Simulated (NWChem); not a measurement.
System: C₂H₇BOS; SMILES COB(S)C

```xyz
12

B      0.5049    -0.1982     0.0005
C      1.8017    -1.0870    -0.0002
H      2.7083    -0.4645     0.0048
H      1.8347    -1.7403    -0.8874
H      1.8309    -1.7500     0.8799
O      0.6310     1.1489     0.0004
C     -0.4584     2.0356    -0.0003
H     -1.0909     1.8961     0.8929
H     -0.0682     3.0629     0.0011
H     -1.0884     1.8977    -0.8954
S     -1.1852    -0.9119     0.0000
H     -0.7951    -2.2026     0.0003
```
Atoms are numbered in this order, from 1.

Computed with NWChem. Pople sets run with spherical d functions. Coordinates come from a PBE0/def2-SVP optimisation. Not confirmed as a minimum by frequencies.

### Question
Taking PBE/6-311++G** as the yardstick, which of these has the fewest basis functions while keeping “highest occupied level (eV)” within 0.1 eV of it: PBE/3-21G; PBE/6-31G*; PBE/6-31+G*; PBE/6-311G**; PBE/STO-3G?

### Answer
PBE/6-31+G*.
| level | basis functions | highest occupied level (eV) | relative time (rough) |
|---|---|---|---|
| PBE/STO-3G | 36 | -2.70 | 1 |
| PBE/3-21G | 63 | -6.21 | 2 |
| PBE/6-31G* | 88 | -6.15 | 4 |
| PBE/6-31+G* | 108 | -6.37 | 7 |
| PBE/6-311G** | 140 | -6.35 | 8 |
| PBE/6-311++G** | 167 | -6.40 | 20 |

The yardstick is one finite set, not the basis-set limit.
